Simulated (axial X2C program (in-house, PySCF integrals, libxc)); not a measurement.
SnBr⁻: from the spin-free to the two-component result

All values were computed with an in-house all-electron X2C program for linear molecules (integrals from PySCF). Spin-free means the one-electron spin-free X2C Hamiltonian; two-component (2c) means X2C with spin–orbit coupling and atomic mean-field two-electron Coulomb and Gaunt terms, so the difference of the two also holds small scalar two-electron terms. Basis: Sn dyall-acv3z [12s13p10d5f1g], Br dyall-acv3z [9s10p7d5f1g] (cores contracted in-house); Gaussian nuclei, density fitting, unrestricted open shells. Masses: Sn 119.902 u, Br 78.918 u.

Spin-free state: M_S = 1, Λ = 0 (beyond evenly filled blocks: π+α, π-α); fragments Sn + Br-.

```
  level  Re (Å)  ωe (cm⁻¹)  De (eV)  μ (D)
   PBE0   2.694      173.0    1.710  -0.22
     HF   2.767      152.4    1.229  -1.06
    MP2   2.720      170.3    1.582    n/a
   CCSD   2.732      166.5    1.557    n/a
CCSD(T)   2.731      168.0    1.586    n/a
   BP86   2.721      166.0    1.716  -0.07
```

Correlated methods: 12 electrons correlated (number of frozen shells: Sn 4 s, 3 p, 2 d; Br 3 s, 2 p, 1 d), 336 virtual spin orbitals or spinors in MP2, 89 natural virtuals in coupled cluster.

Dipoles are positive if Br is the positive end and refer to the centre of mass.

Two-component determinant lowest at the distance of the search:

Ω = 1 (⟨Sz⟩ = 1.00, ⟨Lz⟩ = 0.00 at HF); fragments Sn + Br-.

```json
{"level": "PBE0", "Re (Å)": "2.697", "ωe (cm⁻¹)": "171.7", "μ (D)": "-0.23"}
{"level": "HF", "Re (Å)": "2.772", "ωe (cm⁻¹)": "150.6", "μ (D)": "-1.09"}
{"level": "MP2", "Re (Å)": "2.723", "ωe (cm⁻¹)": "169.2", "μ (D)": "n/a"}
{"level": "CCSD", "Re (Å)": "2.735", "ωe (cm⁻¹)": "165.2", "μ (D)": "n/a"}
{"level": "CCSD(T)", "Re (Å)": "2.734", "ωe (cm⁻¹)": "166.8", "μ (D)": "n/a"}
{"level": "BP86", "Re (Å)": "2.724", "ωe (cm⁻¹)": "164.7", "μ (D)": "-0.08"}
```

Task: From the two tables, how do the constants change at the CCSD(T) level (2c against spin-free)?

Result: At the CCSD(T) level Re goes up by 0.003 Å and ωe drops by 1.2 cm⁻¹.

The state is one determinant whose occupation by symmetry is held fixed; it was picked as the lowest of a PBE0 search that is not exhaustive. De is counted from the lowest determinant-based energies of the atoms at the same level, without counterpoise correction. De is not given where an atomic determinant may have missed its ground term or J level, or where the truncated virtual space spoils (T). Density functionals use the spin component along the axis (collinear). Coupled cluster ran in a truncated set of natural virtual spinors; the MP2 energy of the rest was added. (T) has no such correction and the atoms are truncated less, which lowers De at CCSD(T) by a hundredth of an eV or more. Other states lie close and PBE0, whose exact exchange favours high spin, may order them wrongly; the determinant shown need not be the ground state. The nearest other spin-free determinant of the search, M_S = 0, Λ = 2, lies 0.65 eV up at the distance of the search. Without a current term, density functionals place determinants with orbital angular momentum somewhat too high. With several unpaired electrons one determinant need not be a pure state. Open-shell Ω = 0 determinants with evenly filled partner blocks cannot be reached by this program, so the Ω shown need not be the lowest component. This is the Ω = 1 component of a π² triplet; the 0⁺ component is not one determinant and can lie lowest. The highest occupied level of some functionals is positive through self-interaction error; at Hartree–Fock it is bound. With the outer-core shells frozen, correlated bond lengths of heavy atoms tend to come out a few hundredths of an ångström too long. Hartree–Fock gets electron affinities wrong, so its lowest charge split need not be the true one.
